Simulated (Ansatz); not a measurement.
`Cl[SiH]1O[SiH2]1` and `Cl[SiH]1[SiH2]S1` differ in one element.

Ansatz, PBE0-D4/def2-TZVP geometries, multiplicity 1. 

```json
{"property": "size of the dipole moment (ωB97M-V/def2-TZVPP) / D", "`Cl[SiH]1O[SiH2]1`": "1.73"}
{"property": "HOMO–LUMO gap (PBE/def2-TZVPP) / eV", "`Cl[SiH]1O[SiH2]1`": "4.06"}
{"property": "LUMO energy (PBE/def2-TZVPP) / eV", "`Cl[SiH]1O[SiH2]1`": "-2.01"}
{"property": "HOMO energy (PBE/def2-TZVPP) / eV", "`Cl[SiH]1O[SiH2]1`": "-6.07"}
{"property": "HOMO energy (ωB97M-V/def2-TZVPP) / eV", "`Cl[SiH]1O[SiH2]1`": "-9.22"}
{"property": "LUMO energy (ωB97M-V/def2-TZVPP) / eV", "`Cl[SiH]1O[SiH2]1`": "0.61"}
```

Question: Give the same properties after the change, and the shifts. (An estimate is asked.)

Answer: Ansatz gave: 
| property | `Cl[SiH]1[SiH2]S1` | shift |
| --- | --- | --- |
| size of the dipole moment (ωB97M-V/def2-TZVPP) / D | 1.64 | -0.09 |
| HOMO–LUMO gap (PBE/def2-TZVPP) / eV | 4.70 | 0.64 |
| LUMO energy (PBE/def2-TZVPP) / eV | -1.64 | 0.37 |
| HOMO energy (PBE/def2-TZVPP) / eV | -6.35 | -0.28 |
| HOMO energy (ωB97M-V/def2-TZVPP) / eV | -9.33 | -0.11 |
| LUMO energy (ωB97M-V/def2-TZVPP) / eV | 1.02 | 0.41 |

With PBE0 the HOMO falls by 0.21 eV and the LUMO rises by 0.39 eV, so the gap widens by about 0.60 eV. PBE moves the HOMO by -0.28 eV and ωB97M-V by -0.11 eV. Dipoles are sizes alone; their direction can turn.
